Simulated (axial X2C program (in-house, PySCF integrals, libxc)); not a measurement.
## Outer orbitals of WSi at 2.318 Å, HF

All values were computed with an in-house relativistic program for diatomic molecules. Spin-free means the one-electron spin-free X2C Hamiltonian; two-component (2c) means X2C with spin–orbit coupling and atomic mean-field two-electron Coulomb and Gaunt terms, so the difference of the two also holds small scalar two-electron terms. Basis: W dyall-v3z [13s14p9d7f2g], Si dyall-v3z [8s7p2d1f] (cores contracted in-house); Gaussian nuclei, density fitting, unrestricted open shells. Masses: W 183.951 u, Si 27.977 u.

The distance is close to the 2c PBE0 minimum; the highest filled and lowest empty levels are listed.

Spin-free orbitals, state M_S = 2, Λ = 1 (beyond evenly filled blocks: σα, π+α, π+β, π-α, δ+α, δ-α) (Löwdin shares):

```csv
symmetry,occupied,ε (eV),atomic character
σβ,yes,-15.95,"63% Si s, 12% W p, 11% W d"
σα,yes,-14.74,"52% Si s, 21% W d, 14% W s"
δ+α,yes,-9.29,99% W d
δ-α,yes,-9.29,99% W d
π-α,yes,-9.22,"86% W d, 9% Si p, 4% Si d"
π+α,yes,-9.22,"86% W d, 9% Si p, 4% Si d"
σα,yes,-8.91,"62% W d, 27% W s, 6% Si s"
σβ,yes,-7.67,"75% Si p, 8% W s, 8% W d"
σα,yes,-7.53,"39% Si p, 30% W s, 12% W p"
π+β,yes,-7.30,"69% Si p, 15% W d, 8% W p"
π+α,no,0.01,"74% W p, 21% Si p, 4% W d"
π-α,no,0.01,"74% W p, 21% Si p, 4% W d"
π-β,no,0.02,"60% Si p, 24% W p, 12% W d"
σα,no,0.29,"47% W p, 28% Si p, 17% W s"
```

Spinors with spin–orbit coupling (state Ω = 3):

```csv
ω,occupied,ε (eV),atomic character,λ mixture
-1/2,yes,-15.96,"63% Si s, 13% W p, 11% W d",100% σ
1/2,yes,-14.74,"52% Si s, 21% W d, 14% W s",100% σ
-3/2,yes,-9.60,99% W d,"99% δ, 1% π"
-1/2,yes,-9.39,"86% W d, 9% Si p, 3% Si d","98% π, 2% σ"
3/2,yes,-9.05,"85% W d, 9% Si p, 4% Si d",100% π
5/2,yes,-8.94,99% W d,100% δ
1/2,yes,-8.93,"62% W d, 26% W s, 6% Si s","99% σ, 1% π"
-1/2,yes,-7.67,"74% Si p, 9% W d, 8% W s","99% σ, 1% π"
1/2,yes,-7.55,"39% Si p, 30% W s, 12% W p","98% σ, 2% π"
1/2,yes,-7.32,"68% Si p, 16% W d, 8% W p","97% π, 3% σ"
-1/2,no,-0.09,"74% W p, 21% Si p, 4% W d","99% π, 1% σ"
-3/2,no,0.04,"60% Si p, 24% W p, 12% W d",100% π
3/2,no,0.10,"74% W p, 21% Si p, 4% W d",100% π
1/2,no,0.29,"47% W p, 28% Si p, 16% W s","99% σ, 1% π"
```

Q: How does the gap between the highest filled and lowest empty level change from the spin-free to the 2c table?

A: From 7.31 to 7.23 eV at HF, a change of -0.08 eV.

Mulliken charges and populations of the two-component result (they depend on the basis, above all on diffuse functions):

W 0.05 e (s 10.97 p 24.16 d 24.80 f 14.02), Si -0.05 e (s 5.81 p 8.16 d 0.07 f 0.01). ⟨Lz⟩ = 1.01 ħ and ⟨Sz⟩ = 1.99 ħ (2.56 and -0.57 on the two atoms), which add up to Ω.

The state is one determinant whose occupation by symmetry is held fixed; it was picked as the lowest of a PBE0 search that is not exhaustive. Other states lie close and PBE0, whose exact exchange favours high spin, may order them wrongly; the determinant shown need not be the ground state. The nearest other spin-free determinant of the search, M_S = 2, Λ = 0, lies 0.46 eV up at the distance of the search. With several unpaired electrons one determinant need not be a pure state. A state of lower Ω lies just above, and one determinant can place such states too high, so the state shown need not be the lowest. The search has Ω = 1 only 0.08 eV up. Open-shell Ω = 0 determinants with evenly filled partner blocks cannot be reached by this program, so the Ω shown need not be the lowest component. The determinant is spin-polarised beyond a pure state at some levels (its spin-free form has ⟨S²⟩ too high), which makes Re and μ there less reliable.
